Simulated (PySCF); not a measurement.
Species: dimethylarsine, C2H7As.
Atom-mapped SMILES: `[CH3:1][AsH:2][CH3:3]` (hydrogens: H4, H5, H6 on C1; H7 on As2; H8, H9, H10 on C3)

Computed, not measured: core-valence-separated Tamm–Dancoff BHandHLYP/aug-pcX-1 (pcseg-1 on H, def2-SVPD on As) in PySCF, non-relativistic, gas phase, PBE0-D3(BJ)/def2-SVP geometry.

Computed carbon K-edge spectrum, Gaussian lines of 0.4 eV full width, highest printed point 100; it ends one width below the last computed root. The energies are unshifted.

photon energy (eV), absorption and a bar:
```
    284.7          0 
    284.8          1 
    284.9          5 #
    285.0         13 ####
    285.1         25 ########
    285.2         35 ###########
    285.3         40 ############
    285.4         43 #############
    285.5         53 ################
    285.6         62 ###################
    285.7         59 ##################
    285.8         45 #############
    285.9         37 ###########
    286.0         48 ##############
    286.1         74 ######################
    286.2         97 #############################
    286.3        100 ##############################
    286.4         81 ########################
    286.5         54 ################
```

Assign the maxima to core holes.

2 maxima:
- 285.6 eV: C1/C3 (methyl carbon), 285.64 eV, f = 0.061, sum of 2, 96 % of the height at the exact maximum
- 286.3 eV: C1/C3 (methyl carbon), 286.34 eV, f = 0.063, sum of 2, 55 % of the height at the exact maximum; C1/C3 (methyl carbon), 286.17 eV, f = 0.054, sum of 2, 44 % of the height at the exact maximum

Further lines of some strength in the range: C1/C3, 285.24 eV, f = 0.035, sum of 2.

Roots within 0.03 eV on the same or equivalent atoms count as one line; shares under 12 % aren't listed.

Vibrational structure and lifetime widths aren't in the curve. The ionisation threshold wasn't computed; near and above it a finite basis only mimics Rydberg series and continuum. Relativistic effects, spin–orbit coupling among them, are left out although an element past zinc is present.

The run took about 8 s of CPU time (one thread, shared machine).
